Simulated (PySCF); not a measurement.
Simulation results for CH4AlBGe

Computed with PySCF 2.14.0. Calculation on a computer-drawn molecule: the log of a Hartree-Fock and frozen-core CCSD(T) single point meant for a local Hartree-Fock minimum, with one planted fault or none, to be diagnosed. Offsets are logged minus clean, where the clean run is the same molecule without the fault. The reference is restricted for singlets and unrestricted otherwise, and also for a bond in bohr or an excited solution. Adding or removing an electron swaps singlet and doublet. The excited solution moves the top pair (singlet) or top alpha electron (doublet) to the lowest empty orbital. Highest occupied and lowest empty are orbital energies over both spins, largest force is the largest gradient component, triples share is (T) over the correlation energy, the T1 limit is 0.02 restricted and 0.045 unrestricted, electrons count all cores, a negative frequency is imaginary (commonest isotopes), and the dipole is about the centre of nuclear charge; on germanium a core potential holds 10 electrons, which the energies leave out, and 3d is frozen in MP2 and coupled-cluster steps.

```yaml
- formula: CH4AlBGe
  logged_structure:
    atoms_angstrom:
      - [Al, -2.9461, -3.5885, -1.1191]
      - [B, -1.182, -2.7197, -0.0654]
      - [C, -0.1356, -2.1304, 0.6376]
      - [Ge, -0.587, -0.8226, 2.0025]
      - [H, 0.9189, -2.3412, 0.4869]
      - [H, -0.0843, -1.2669, 3.3836]
      - [H, 0.0359, 0.5449, 1.6873]
      - [H, -2.1126, -0.6538, 2.0746]
  given:
    meant_charge: 0
    meant_multiplicity: 1
    meant_basis: "cc-pV(D+d)Z"
    meant_basis_and_core_potential_on_germanium: "cc-pVDZ-PP ECP10MDF"
    logged_electrons: 59
    logged_basis_functions: 94
    logged_SCF_converged: "yes"
    logged_spin_squared: 1.0684
    "logged_highest_occupied [eV]": -13.475
    "logged_lowest_empty [eV]": -5.9854
    "logged_largest_force [hartree/bohr]": 0.021498
    logged_T1_diagnostic: 0.049761
    logged_D1_diagnostic: 0.19712
    logged_triples_share: 0.040164
    logged_CC_converged: "yes"
    "logged_dipole_magnitude [debye]": 12.989
    logged_SCF_stable_within_its_kind: "yes"
    "logged_energy_HF [hartree]": -599.82756
    "logged_energy_CCSD(T) [hartree]": -600.21296
    possible_faults: "no fault, one electron removed, one electron added, multiplicity raised by two, geometry at a saddle point, SCF held on an excited solution, minimal basis STO-3G, one bond length entered in bohr, all coordinates scaled"
    drawn_bonds_atom: [1, 2, 3, 3, 4, 4, 4]
    drawn_bonds_other_atom: [2, 3, 4, 5, 6, 7, 8]
    drawn_bonds_order: [1, 2, 1, 1, 1, 1, 1]
  results: {}
  notes: ["T1 above single-reference limit"]
```

Q: CH4AlBGe: planted fault?
A: one electron removed

Further results for CH4AlBGe:

| Quantity | Value |
| --- | --- |
| HF energy offset from clean run | 161.2 kcal/mol |
| CCSD(T) energy offset from clean run | 181.7 kcal/mol |
